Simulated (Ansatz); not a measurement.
Relaxation of BH5N2OSi (10 atoms, charge 0, multiplicity 1), to a largest force component of 0.015 eV/Å in at most 40 steps.

All numbers below come from RKS PBE-D4/def2-SVP in Ansatz.

```xyz
10
Properties=species:S:1:pos:R:3
N -0.218 0.398 1.861
Si 0.215 -0.136 0.226
O 1.858 -0.465 0.006
B -1.003 -0.186 -1.302
N -0.267 1.048 -0.961
H 0.570 0.434 2.441
H -0.577 1.394 1.754
H 1.954 -1.213 -0.617
H -1.767 -0.776 -2.004
H 0.489 1.131 -1.638
```

Q: Where does it end, and by what steps?

A: The forces met the threshold. After 31 steps the energy has fallen by 1.547 eV; H7 moved furthest, 0.69 Å.

| step | energy less start (eV) | largest force component (eV/Å) | accepted |
| --- | --- | --- | --- |
| 0 | 0.0000 | 2.185 | yes |
| 2 | -0.9639 | 1.386 | yes |
| 4 | -1.3763 | 1.418 | yes |
| 6 | -1.1805 | 1.830 | no |
| 8 | -1.5384 | 0.091 | yes |
| 10 | -1.5391 | 0.261 | no |
| 12 | -1.5417 | 0.065 | yes |
| 14 | -1.5422 | 0.043 | yes |
| 16 | -1.5307 | 0.731 | no |
| 18 | -1.5439 | 0.099 | yes |
| 20 | -1.5443 | 0.048 | yes |
| 22 | -1.5445 | 0.021 | yes |
| 24 | -1.5447 | 0.092 | yes |
| 26 | -1.5455 | 0.249 | yes |
| 28 | -1.5467 | 0.047 | yes |
| 30 | -1.5470 | 0.018 | yes |
| 31 | -1.5470 | 0.007 | yes |

```xyz
10
Properties=species:S:1:pos:R:3
N 0.040 0.710 1.704
Si 0.229 -0.112 0.204
O 1.738 -0.834 0.385
B -1.001 -0.216 -1.278
N -0.011 0.788 -1.322
H 0.771 0.639 2.413
H -0.883 0.878 2.103
H 2.080 -1.235 -0.431
H -1.909 -0.529 -2.019
H 0.203 1.539 -1.993
```

Run time: 49 s on 2 threads of Arm Neoverse V2, on a shared host, peak memory 0.15 GiB.
